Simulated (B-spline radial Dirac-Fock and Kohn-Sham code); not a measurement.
# Relativistic shifts of the levels of Tl²²⁺

System: thallium as Tl²²⁺ in the configuration [Kr] 4d10 4f13.

Both columns are ΔSCF binding energies of the configuration average from a radial B-spline solver: non-relativistic Hartree-Fock with a point nucleus, and Dirac-Fock with a finite nucleus and the Coulomb interaction alone, averaged over the two j levels with weights 2j+1.

```csv
shell,Hartree-Fock (eV),Dirac-Fock (eV),shift (eV),shift (%)
1s,78091.4,86600.1,+8508.74,+10.90
2s,13704.7,16004.8,+2300.10,+16.78
2p,13190.1,13974.2,+784.11,+5.94
3s,3717.0,4302.0,+585.02,+15.74
3p,3473.4,3700.4,+227.05,+6.54
3d,3024.3,3011.3,-12.96,-0.43
4s,1254.3,1412.6,+158.27,+12.62
4p,1146.4,1208.6,+62.23,+5.43
4d,948.4,949.6,+1.18,+0.12
4f,681.3,670.5,-10.88,-1.60
```

Relativity binds 1s, 2s, 2p, 3s, 3p, 4s, 4p, 4d more strongly, among those listed most of all 2s in relative terms, and 3d, 4f more weakly, because the contracted s and p shells screen the nucleus better.

Values without a named source are computed, but for edge energies of neutral atoms, which are taken from tables.
